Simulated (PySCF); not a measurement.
Species: Si(vinyl)2(OMe)2, C₆H₁₂O₂Si.
Bonds: Si1–C2, Si1–C7, Si1–O12, Si1–O17, C2–C3, C7–C8, O12–C13, O17–C18. Hydrogens: H4 on C2; H5, H6 on C3; H9 on C7; H10, H11 on C8; H14, H15, H16 on C13; H19, H20, H21 on C18.

Computed by this run: PBE0-D3(BJ)/def2-SVP geometry optimisation, gas phase in PySCF; density fitting, grid level 1; the optimiser is geomeTRIC in internal coordinates, started from a GFN2-xTB structure with every atom displaced at random (about 0.03 Å).

Step 0: E = -18363.4887 eV
```
atom  x, y, z in Å  |  force x, y, z in eV/Å
Si1    -0.1147   -0.0869    0.0017   -0.294   5.153   0.678
C2     -0.2869    0.2140    1.8466    0.993  -0.983  -0.235
C3     -0.8001    1.2945    2.4400    0.962  -1.173   1.036
H4      0.2123   -0.5779    2.4503   -0.473   0.358   0.177
H5     -1.1342    2.1125    1.8699   -0.847   1.215  -0.940
H6     -0.7772    1.4099    3.5344   -0.112  -0.021  -0.153
C7      1.6401    0.1707   -0.6233   -0.781   0.540   2.888
C8      2.6679    0.6793    0.0656   -4.860  -0.326   2.863
H9      1.8106   -0.1283   -1.5838    0.652  -1.003  -3.238
H10     2.4784    0.9906    1.1267    0.386  -0.120  -0.743
H11     3.5946    0.7438   -0.2917    4.313   0.493  -1.734
O12    -1.1759    1.1049   -0.5903   -0.213  -0.019  -1.107
C13    -1.6673    1.3327   -1.9682    5.583  -1.975   3.185
H14    -0.8040    1.7189   -2.5023    0.092   0.455  -0.669
H15    -2.4215    1.9824   -1.9389   -3.542   2.984   0.159
H16    -1.9116    0.4081   -2.3716   -0.947  -2.072  -1.136
O17    -0.7463   -1.4216   -0.5333   -0.801  -3.264  -0.747
C18    -0.2713   -2.7124   -0.2490    0.154   0.083  -2.246
H19     0.8272   -2.7932   -0.4395   -0.438  -0.108   0.071
H20    -0.8227   -3.4132   -0.9149    0.432   0.113   0.176
H21    -0.4839   -3.0129    0.7420   -0.259  -0.330   1.715
```

Step 1: E = -18364.6582 eV
```
atom  x, y, z in Å  |  force x, y, z in eV/Å
Si1    -0.1477   -0.0332    0.0093    0.019   0.866   0.149
C2     -0.1816    0.1795    1.8612    0.176  -0.148  -0.539
C3     -0.7304    1.2958    2.3461   -0.191  -0.080   0.472
H4      0.2924   -0.5718    2.5136   -0.093   0.256   0.057
H5     -1.2305    2.0104    1.6819    0.138   0.014   0.033
H6     -0.7513    1.5060    3.4215   -0.032   0.074   0.031
C7      1.5874    0.1463   -0.6468   -0.364  -0.050   0.472
C8      2.5394    0.6402    0.1556    0.499   0.097  -0.597
H9      1.8116   -0.1476   -1.6834    0.172   0.134   0.128
H10     2.3935    0.9542    1.1950   -0.280  -0.098  -0.035
H11     3.5496    0.8038   -0.2322    0.188  -0.033   0.064
O12    -1.1507    1.1737   -0.5542    0.049  -0.201  -0.511
C13    -1.5904    1.3559   -1.8955    0.484  -0.287   1.057
H14    -0.7784    1.7511   -2.5281   -0.020   0.087  -0.056
H15    -2.4106    2.0787   -1.8454   -0.171   0.064  -0.297
H16    -1.9316    0.3988   -2.3173   -0.167   0.027  -0.126
O17    -0.7701   -1.4532   -0.5156   -0.330  -1.107  -0.300
C18    -0.2688   -2.7455   -0.2717   -0.149   0.411  -0.026
H19     0.8102   -2.8163   -0.4933    0.056  -0.023   0.023
H20    -0.7957   -3.4713   -0.9095   -0.033   0.051  -0.030
H21    -0.4327   -3.0394    0.7793    0.047  -0.052   0.030
```

Question: Estimate the geometry and energy of step 2. (The exact step hangs on the optimiser's Hessian estimate; all steps are aligned on step 1, rigid shifts and turns removed.)

Answer: E = -18364.6885 eV, largest force 0.973 eV/Å
```
atom  x, y, z in Å  |  force x, y, z in eV/Å
Si1    -0.1858    0.0227    0.0037    0.147   0.432   0.393
C2     -0.2521    0.2447    1.8554    0.106  -0.173   0.214
C3     -0.7916    1.2550    2.5493   -0.228   0.160  -0.527
H4      0.2203   -0.5338    2.4634    0.141  -0.213   0.005
H5     -1.2982    2.0763    2.0213    0.063  -0.041   0.148
H6     -0.7768    1.2942    3.6452    0.028   0.001  -0.062
C7      1.5721    0.1818   -0.6169    0.351  -0.311  -0.852
C8      2.6355    0.6609    0.0398   -0.224   0.094   0.194
H9      1.7686   -0.1472   -1.6563   -0.184   0.007   0.152
H10     2.4643    1.0025    1.0623    0.364   0.141   0.263
H11     3.6568    0.7572   -0.3833   -0.513  -0.088   0.150
O12    -1.1681    1.1959   -0.6221    0.021  -0.085  -0.022
C13    -1.5372    1.3070   -1.9666   -0.291   0.072  -0.063
H14    -0.7063    1.6855   -2.5908   -0.022   0.000   0.009
H15    -2.3772    2.0293   -2.0349    0.218  -0.210  -0.071
H16    -1.8716    0.3338   -2.3819    0.032   0.191   0.051
O17    -0.7948   -1.4311   -0.5189   -0.029  -0.060   0.010
C18    -0.2864   -2.7070   -0.2523   -0.040   0.131   0.189
H19     0.7965   -2.7743   -0.4549    0.074  -0.013   0.008
H20    -0.7962   -3.4377   -0.8957   -0.047  -0.039  -0.023
H21    -0.4585   -2.9996    0.8047    0.036   0.005  -0.168
```

The energy changes by -0.0303 eV. The first-order estimate −F·Δx gives -0.3074 eV and the mean of the old and new forces, exact on a quadratic surface, -0.0334 eV. The step makes an angle of 80° with the force vector and moves no atom by more than 0.352 Å.

What follows is the cost of the whole optimisation. The run took 1.9 min wall, 4.8 min CPU on Intel Xeon at 2.60 GHz, 2 threads, no GPU, on a shared host, and the process peaked at 0.90 GiB of memory.
